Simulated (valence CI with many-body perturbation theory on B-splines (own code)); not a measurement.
**Energy levels of Se XXX**

Calculated by valence CI with perturbative core correlation (CI+MBPT): three valence electrons over a frozen Dirac-Fock core [He], a basis of 11 s, 11 p, 10 d, 8 f, 5 g, 2 h functions for each j, with the one-electron correlation potential Σ1 (screened to all orders), the two-electron term Σ2, the three-electron term Σ3, Breit, model QED; selected single and double excitations, second order for the rest, scaled by the run's own slope (own B-spline code, finite nucleus).

The last digits are not significant, and no measured levels were compared; by estimate large intervals hold to a few tenths of a per cent, small ones and those within an open d or f shell to about a per cent.

Levels 181 to 211 of 211, with energies above the lowest level, (2s^2 2p1/2) J=1/2. "Leading %" is the weight of the configuration and term that name the level; weights of strongly mixed levels are sums over their largest components and can fall short. In the jj column 3d3/2^4 stands for four electrons in 3d with j = 3/2. Lifetimes count E1, E2, E3, M1 and M2 decay at the calculated energies, and are blank where another channel may lead or the interval is too uncertain; long ones can be off by a factor of two.

```csv
No.,Configuration,Term,J,E (× 10³ cm⁻¹),Leading %,Lifetime,Second component,g,Leading jj
181,2s2p4f,⁴G,11/2,21324,100,86.2 fs,,1.270,2s 2p3/2 4f7/2 (100 %)
182,2s2p4f,²G,9/2,21327,83,90.1 fs,12 % 2s2p4f ⁴F,1.137,2s 2p3/2 4f5/2 (58 %)
183,2s2p4f,⁴D,1/2,21328,100,85.5 fs,,0.004,2s 2p3/2 4f5/2 (100 %)
184,2s2p4f,⁴D,5/2,21330,34,86.9 fs,33 % 2s2p4f ²F,1.134,2s 2p3/2 4f7/2 (100 %)
185,2s2p4f,²D,3/2,21339,76,87.9 fs,20 % 2s2p4f ⁴D,0.867,2s 2p3/2 4f7/2 (100 %)
186,2s2p4s,²P°,1/2,21379,95,209 fs,,0.716,2s 2p3/2 4s (88 %)
187,2s2p4s,²P°,3/2,21383,92,230 fs,7 % 2s2p4s ⁴P°,1.356,2s 2p3/2 4s (89 %)
188,2s2p4p,²P,1/2,21482,72,119 fs,19 % 2s2p4p ²S,0.999,2s 2p3/2 4p1/2 (88 %)
189,2s2p4p,²D,3/2,21483,76,155 fs,18 % 2s2p4p ²P,0.917,2s 2p3/2 4p1/2 (90 %)
190,2p²4s,⁴P,1/2,21513,43,213 fs,18 % 2p²4s ²P,1.987,2p1/2^2 4s (71 %)
191,2s2p4p,²D,5/2,21519,91,134 fs,5 % 2s2p4p ⁴D,1.216,2s 2p3/2 4p3/2 (89 %)
192,2s2p4p,²P,3/2,21530,74,155 fs,20 % 2s2p4p ²D,1.245,2s 2p3/2 4p3/2 (90 %)
193,2s2p4p,²S,1/2,21546,53,231 fs,16 % 2s2p4p ²P,1.797,2s 2p3/2 4p3/2 (65 %)
194,2p²4p,⁴D°,1/2,21603,42,70.6 fs,28 % 2p²4p ²P°,0.664,2p1/2^2 4p1/2 (84 %)
195,2s2p4d,²D°,3/2,21606,90,33.7 fs,5 % 2s2p4d ²P°,0.816,2s 2p3/2 4d3/2 (84 %)
196,2s2p4d,²F°,5/2,21608,83,42.1 fs,12 % 2s2p4d ²D°,0.905,2s 2p3/2 4d3/2 (90 %)
197,2s2p4d,²F°,7/2,21612,92,72.5 fs,4 % 2s2p4d ⁴F°,1.153,2s 2p3/2 4d5/2 (89 %)
198,2s2p4d,²D°,5/2,21623,81,31.6 fs,14 % 2s2p4d ²F°,1.165,2s 2p3/2 4d5/2 (90 %)
199,2s2p4d,²P°,1/2,21625,82,47.8 fs,6 % 2p²4p ⁴D°,0.641,2s 2p3/2 4d3/2 (79 %)
200,2s2p4d,²P°,3/2,21633,85,42.4 fs,,1.321,2s 2p3/2 4d5/2 (80 %)
201,2s2p4f,²F,5/2,21657,91,85.6 fs,4 % 2s2p4f ⁴G,0.861,2s 2p3/2 4f5/2 (88 %)
202,2s2p4f,²F,7/2,21663,86,86.2 fs,5 % 2s2p4f ²G,1.132,2s 2p3/2 4f7/2 (75 %)
203,2p²4p,⁴D°,3/2,21667,26,85.3 fs,24 % 2p²4p ⁴P°,1.339,2p1/2^2 4p3/2 (88 %)
204,2s2p4f,²G,7/2,21667,90,87.6 fs,5 % 2s2p4f ²F,0.910,2s 2p3/2 4f5/2 (75 %)
205,2s2p4f,²G,9/2,21673,93,87.4 fs,4 % 2s2p4f ⁴G,1.118,2s 2p3/2 4f7/2 (90 %)
206,2s2p4f,²D,3/2,21675,92,85.9 fs,5 % 2s2p4f ⁴F,0.785,2s 2p3/2 4f5/2 (90 %)
207,2s2p4f,²D,5/2,21681,92,86.2 fs,,1.189,2s 2p3/2 4f7/2 (87 %)
208,2p²4d,⁴F,3/2,21729,42,106 fs,15 % 2p²4d ²D,0.779,2p1/2^2 4d3/2 (93 %)
209,2p²4d,⁴D,5/2,21757,24,46.0 fs,21 % 2p²4d ⁴F,1.204,2p1/2^2 4d5/2 (93 %)
210,2p²4f,⁴G°,5/2,21789,37,86.7 fs,16 % 2p²4f ²D°,0.852,2p1/2^2 4f5/2 (94 %)
211,2p²4f,²F°,7/2,21796,22,88.4 fs,21 % 2p²4f ²G°,1.142,2p1/2^2 4f7/2 (94 %)
```
